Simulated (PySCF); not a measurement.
## Frontier levels across methods

Species: C4H9B.
Geometry (PBE0-D3(BJ)/def2-SVP, Å), atoms numbered from 1 in this order:
```xyz
14
C4H9B angstrom
B     -1.8455   -0.4742    0.5303
C     -0.4998    0.2469    0.5735
C     -0.0982    1.1397   -0.6050
C      0.5609   -0.1693   -0.4622
C      1.9954   -0.2816   -0.0234
H     -2.4630   -0.7467    1.5352
H     -2.3077   -0.7966   -0.5445
H     -0.0771    0.5538    1.5360
H     -0.8299    1.2849   -1.4034
H      0.4738    2.0351   -0.3456
H      0.2361   -0.9467   -1.1614
H      2.6749   -0.2206   -0.8884
H      2.1857   -1.2384    0.4868
H      2.2641    0.5295    0.6706
```

Basis pcSseg-1 throughout (PySCF), one geometry. One conformer (not necessarily the lowest) at the PBE0-D3(BJ)/def2-SVP geometry, without solvent, vibrations or thermal averaging.

Task: How do the orbital energies, the gap and the dipole change with the method?

Result: 
```csv
method,kind,HOMO (eV),LUMO (eV),gap (eV),μ (D),SCF cycles
BLYP,GGA,-6.66,-1.88,4.78,1.56,14
OPBE,GGA,-6.74,-1.85,4.89,1.59,14
B97-D,GGA,-6.75,-1.83,4.92,1.54,14
PBE,GGA,-6.78,-2.04,4.74,1.60,14
KT2,GGA,-6.81,-2.03,4.78,1.57,14
KT3,GGA,-6.85,-1.94,4.90,1.52,14
BP86,GGA,-6.87,-2.08,4.79,1.60,14
LDA,LDA,-6.88,-2.31,4.57,1.66,13
B97-2,global hybrid,-7.78,-1.03,6.75,1.44,12
B3LYP,global hybrid,-7.82,-1.28,6.55,1.45,12
PBE0,global hybrid,-8.04,-1.06,6.98,1.45,12
mPW1PW91,global hybrid,-8.06,-1.04,7.02,1.44,12
BHandHLYP,global hybrid,-9.18,-0.03,9.16,1.31,12
CAM-B3LYP,range-separated hybrid,-9.40,0.03,9.43,1.37,12
wB97X-D,range-separated hybrid,-9.90,0.83,10.73,1.36,13
LC-wPBE,range-separated hybrid,-10.77,1.22,11.99,1.32,13
HF,Hartree–Fock,-10.90,2.48,13.38,1.16,10
```

The HOMO spans 4.25 eV, from BLYP down to HF, and the gap runs from 4.57 eV (LDA) to 13.38 eV (HF). Over the methods BLYP (0 %), OPBE (0 %), B97-D (0 %), PBE (0 %), KT2 (0 %), KT3 (0 %), BP86 (0 %), LDA (0 %), B97-2 (21 %), B3LYP (20 %), PBE0 (25 %), mPW1PW91 (25 %), BHandHLYP (50 %), HF (100 %), a straight line through the gap against the share of exact exchange rises by 0.86 eV for each 10 % (correlation coefficient 0.999). The dipole ranges from 1.16 D (HF) to 1.66 D (LDA). This basis has no diffuse functions.
